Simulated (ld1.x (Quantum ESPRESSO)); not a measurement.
## Which change was made? (Ta, ultrasoft)

* Element: Ta
* Generator: ld1.x (Quantum ESPRESSO) 7.5
* Type: ultrasoft
* Functional: PBE
* Relativity: scalar-relativistic
* Frozen core: [Xe] 4f14
* Valence charge: 5
* Reference configuration: 5d3 6s1 6p0 (charge +1)
* Partial waves: 6s (bound): rcut 1.90, rcutus 2.60 bohr; 6s channel at 1.2 Ry: rcut 1.90, rcutus 2.60 bohr; 6p (bound, empty): rcut 2.55, rcutus 2.95 bohr; 6p channel at 4.4 Ry: rcut 2.55, rcutus 2.95 bohr; 5d (bound): rcut 2.15, rcutus 2.90 bohr; 5d channel at -0.35 Ry: rcut 2.15, rcutus 2.90 bohr
* Local potential: all-electron potential smoothed inside 2.60 bohr (lloc = -1)
* Core correction: none
* Augmentation charge: built from norm-conserving waves at rcut, not smoothed further

Cutoffs, loose and tight: the cutoffs (Ry, on a coarse ladder) from which the occupation-weighted sum of valence levels, in a spherical-Bessel basis at the reference potential, stays within 10 and 1 mRy of its value at 400 Ry. They do not see the model core or the augmentation charge, which bear on the density cutoff. Test errors are all-electron minus pseudo excitation energies from the reference, over the configurations 5d3 6s2 6p0; 5d3 6s0 6p0; 5d2 6s0 6p0; 5d4 6s0 6p0; 5d2 6s2 6p1; 5d1 6s0 6p0; 5d2 6s2 6p0; variants that change the core or the reference have their own tests.

The base gives: outcome: generated; cutoff, loose: 12 Ry; cutoff, tight: 15 Ry; bound ghosts: p; largest test error (meV): +395.

Question: After one change the result is: outcome: generated; cutoff, loose: 10 Ry; cutoff, tight: 15 Ry; bound ghosts: p; largest test error (meV): +341. Which change was it?
A. waves 5d (bound): rcut 2.04, rcutus 2.16 bohr; 5d channel at -0.35 Ry: rcut 2.04, rcutus 2.16 bohr
B. reference 5d3 6s0.5 6p0
C. core correction a·sin(br)/r model core inside 2.68 bohr
D. all radii scaled by about 1.09 (s 2.84, p 3.22, d 3.16 bohr, rcut 2.08/2.78/2.34); local potential all-electron potential smoothed inside 2.84 bohr (lloc = -1)
E. local potential all-electron potential smoothed inside 1.88 bohr (lloc = -1)

Answer: B. The others give: core correction a·sin(br)/r model core inside 2.68 bohr → outcome: generated; cutoff, loose: 12 Ry; cutoff, tight: 15 Ry; bound ghosts: p; largest test error (meV): -181 | all radii scaled by about 1.09 (s 2.84, p 3.22, d 3.16 bohr, rcut 2.08/2.78/2.34); local potential all-electron potential smoothed inside 2.84 bohr (lloc = -1) → outcome: generated; cutoff, loose: 8 Ry; cutoff, tight: 12 Ry; bound ghosts: p; largest test error (meV): +416 | local potential all-electron potential smoothed inside 1.88 bohr (lloc = -1) → outcome: generated; cutoff, loose: 10 Ry; cutoff, tight: 15 Ry; bound ghosts: s, p; largest test error (meV): +398 | waves 5d (bound): rcut 2.04, rcutus 2.16 bohr; 5d channel at -0.35 Ry: rcut 2.04, rcutus 2.16 bohr → outcome: generated; cutoff, loose: 21 Ry; cutoff, tight: 30 Ry; bound ghosts: p; largest test error (meV): +403.
